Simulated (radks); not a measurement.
Species: Si V. Configuration: [Ne]. Calculated with a radial shooting solver on a logarithmic mesh with Libxc functionals: scalar-relativistic Kohn-Sham, BLYP, spin-polarised, spherical densities, finite nucleus; Fermi nuclear charge, rms radius 3.1224 fm.

Local quantities along the radius. ELF = 1/(1 + alpha^2) is the electron localisation function; alpha = (tau - tau_W)/tau_unif compares the Pauli kinetic energy density with that of the uniform gas (summed over spins). tau is taken from the large components.

```
   r/bohr * ELF (the largest magnitude, 1, reaches the edge; | marks zero)
 0.007247 |                                                      *
 0.008106 |                                                      *
  0.00914 |                                                      *
  0.01022 |                                                      *
  0.01153 |                                                      *
  0.01289 |                                                      *
  0.01454 |                                                      *
  0.01639 |                                                      *
  0.01833 |                                                      *
  0.02067 |                                                      *
  0.02312 |                                                      *
  0.02607 |                                                      *
  0.02939 |                                                      *
  0.03287 |                                                      *
  0.03706 |                                                      *
  0.04146 |                                                      *
  0.04674 |                                                      *
   0.0527 |                                                      *
  0.05895 |                                                      *
  0.06646 |                                                      *
  0.07434 |                                                     *
  0.08382 |                                                    *
  0.09375 |                                                  *
   0.1057 |                                               *
   0.1192 |                                       *
   0.1333 |                              *
   0.1503 |                   *
   0.1681 |             *
   0.1895 |           *
   0.2137 |            *
    0.239 |                *
   0.2695 |                       *
   0.3015 |                               *
   0.3399 |                                      *
   0.3802 |                                           *
   0.4286 |                                             *
   0.4833 |                                               *
   0.5406 |                                               *
   0.6095 |                                               *
   0.6817 |                                              *
   0.7686 |                                            *
   0.8667 |                                        *
   0.9694 |                                  *
    1.093 |                         *
    1.222 |                *
    1.378 |       *
    1.554 |  *
    1.738 |*
     1.96 *
    2.192 *
    2.472 *
    2.765 *
```

On this mesh the ELF has minima near r = 0.19 bohr, which separate the shells, and maxima near 0.54 (0.87).
